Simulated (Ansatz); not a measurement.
Stepwise reaction of `[NH2][Hf]([NH2])([NH2])[NH2]` with hydrogen fluoride, as a gas-phase model of exchange steps in deposition or etching. ΔE in kJ/mol.

Program: Ansatz. Geometries: PBE0-D4/def2-TZVP. ΔE: electronic, gas phase. CBS: MP2 limit from def2 TZ/QZ plus the TZ coupled-cluster correction, frozen cores. This one scheme is used for every species. DFT in def2-TZVPP. B3LYP here is the variant with VWN-RPA as its local correlation; programs differ in this. Elements past krypton have def2 core potentials. For Hf outer-core shells are correlated without core-valence functions, which leaves a few kJ/mol of doubt a bond. One conformer a species, not always the lowest.

```csv
step,reaction,PBE-D4,B3LYP-D4,ωB97M-V,CCSD(T)/CBS
1,`[NH2][Hf]([NH2])([NH2])[NH2]` + H–F → `[NH2][Hf]([NH2])([NH2])[F]` + NH₃,-132.0,-133.5,-132.7,-121.8
2,`[NH2][Hf]([NH2])([NH2])[F]` + H–F → `[NH2][Hf]([NH2])([F])[F]` + NH₃,-122.0,-123.7,-123.2,-113.0
3,`[NH2][Hf]([NH2])([F])[F]` + H–F → `[NH2][Hf]([F])([F])[F]` + NH₃,-118.2,-119.7,-119.5,-110.7
4,`[NH2][Hf]([F])([F])[F]` + H–F → `[F][Hf]([F])([F])[F]` + NH₃,-115.0,-116.0,-115.3,-107.8
```

(1) By hand: ΔE of the 4 steps together at CCSD(T)/CBS.

## Answers

(1) (-121.8) + (-113.0) + (-110.7) + (-107.8) = -453.3 kJ/mol, or -113.3 kJ/mol a step.

In ΔE each step is higher than the one before. All are downhill at CCSD(T)/CBS. PBE-D4 differs from CCSD(T)/CBS by -10.2 to -7.2 kJ/mol a step. Isolated molecules leave out the surface, adducts and barriers. Largest T1 diagnostic: 0.016.
